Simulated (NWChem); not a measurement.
System: CsF; SMILES [Cs][F]

Here is an NWChem input.

```
start job
memory heap 200 mb stack 900 mb global 1100 mb
geometry units angstroms noautoz
  Cs     0.000000     0.000000    -0.361050
  F      0.000000     0.000000     2.019376
end
basis spherical
  Cs library def2-svp
  F library def2-svp
end
ecp
  Cs library def2-ecp
end
dft
  xc b3lyp
  iterations 150
  mulliken
end
task dft energy
```

Geometry: optimised at PBE0-D3(BJ)/def2-TZVP. def2 effective core potentials on Cs; no spin-orbit coupling.

Q: Give the results of this calculation. (B3LYP/def2-SVP with def2 effective core potentials on Cs.) Quantities: energy (Ha); highest occupied level (eV); orbital gap (eV); dipole (D).

A: 
- energy (Ha): -119.96
- highest occupied level (eV): -5.58
- orbital gap (eV): 4.43
- dipole (D): 7.50
